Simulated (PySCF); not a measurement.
**Question.** Write Cartesian coordinates for SnMe3(pyrrolidide) (`[CH3][Sn]([CH3])([CH3])[N]1CCCC1`) as optimised with PBE0-D3(BJ)/def2-SVP.

**Answer.** 
```
atom  x, y, z in Å
Sn1    0.608    1.189    0.509
C2     0.599    1.088    2.655
H3    -0.427    0.919    3.011
H4     0.976    2.025    3.087
H5     1.235    0.261    3.002
C6     2.620    1.114   -0.269
H7     2.602    1.124   -1.369
H8     3.121    0.195    0.066
H9     3.201    1.980    0.081
C10   -0.457    2.895   -0.245
H11   -0.353    2.963   -1.338
H12   -0.066    3.820    0.202
H13   -1.524    2.804    0.004
N14   -0.460   -0.449   -0.117
C15   -0.817   -0.623   -1.508
C16   -1.681   -1.899   -1.513
C17   -1.273   -2.641   -0.222
C18   -0.150   -1.775    0.367
H19    0.068   -0.781   -2.168
H20   -1.355    0.257   -1.898
H21   -1.507   -2.499   -2.418
H22   -2.750   -1.643   -1.493
H23   -2.119   -2.682    0.480
H24   -0.947   -3.675   -0.407
H25   -0.120   -1.807    1.469
H26    0.835   -2.154    0.003
```

Any rigid rotation of these coordinates is as good. Atoms count from 1 in this order. N14 (nitrogen bonded to 2 C and Sn) is pyramidal (angles 121.2°, 121.2° and 105.3°, sum 347.7°, 0.33 Å off the plane of its three neighbours). Sn1 (tin bonded to 3 C and N) is distorted tetrahedral (angles from 105.3° to 112.7°).

Bonds between heavy atoms (Å): Sn1–C2 2.148, Sn1–C6 2.159, Sn1–C10 2.148, Sn1–N14 2.053, N14–C15 1.446, N14–C18 1.445, C15–C16 1.540, C16–C17 1.543, C17–C18 1.536.

Level of theory: PBE0-D3(BJ)/def2-SVP geometry optimisation, gas phase, def2 core potentials past Kr in PySCF.

Point group: near Cs, missed by 0.18 Å at most; the miss may be what the optimiser left on a soft mode. Not checked by PBE0-D3(BJ)/def2-SVP frequencies. One conformer, not necessarily the lowest (Sn1–N14–C15–C16 -176°, Sn1–N14–C18–C17 174°, N14–C15–C16–C17 -22°, C15–C16–C17–C18 -3°, C16–C17–C18–N14 28°).

On an Intel Xeon at 2.50 GHz with one thread, no GPU, on a shared host, this took 12 min wall, 11 min CPU and 1.1 GiB of memory at its peak. That covers the optimisation of the geometry.
